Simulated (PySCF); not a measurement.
Mapped SMILES: `[CH2:1]=[C:2]([CH3:3])[C:4]([SiH3:5])([SiH3:6])[SiH3:7]`. Each H is labelled by its parent atom. Ha(C1) is cis to C3; Hb(C1) is trans to C3.

How the numbers were obtained: PBE0/pcSseg-1 with gauge-including orbitals, GFN2-xTB geometry, in PySCF 2.14.0 with density-fitted response routines (single conformer, non-relativistic, rapidly exchanging positions averaged, isolated molecule).

Referencing at the same level of theory: 13C (186.93 ppm), 1H (31.72 ppm), 29Si (349.16 ppm) vs TMS.

```
               atoms  nucleus  count  Hirshfeld charge  δ (ppm)
                  C4      13C      1             -0.21      5.7
         Si5/Si6/Si7     29Si      3              0.30    -63.0
                  C3      13C      1             -0.12        ?
               H(C3)       1H      3              0.05        ?
              Ha(C1)       1H      1              0.04     5.26
                  C2      13C      1              0.01        ?
              Hb(C1)       1H      1              0.04     4.95
H(Si5)/H(Si6)/H(Si7)       1H      9             -0.07     4.10
                  C1      13C      1             -0.12    118.4
```

Question: Estimate the values marked ?.

Answer: 
- C2: 154.9 ppm, fully substituted alkene carbon; as expected for a trigonal carbon in a double bond
- C3: 27.7 ppm, allylic methyl carbon; aliphatic region, no heteroatom directly attached
- H(C3): 2.04 ppm, hydrogen on an allylic methyl carbon; allylic position

Shifts are as computed. Against solution values, carbons near 30 ppm lie about +3 ppm off and those near 130 ppm about +5 ppm. Of 1211 compounds with measured shifts, 218 miss one by over three times the rms of a fit or turn the order of signals round; such compounds aren't used in these exercises.
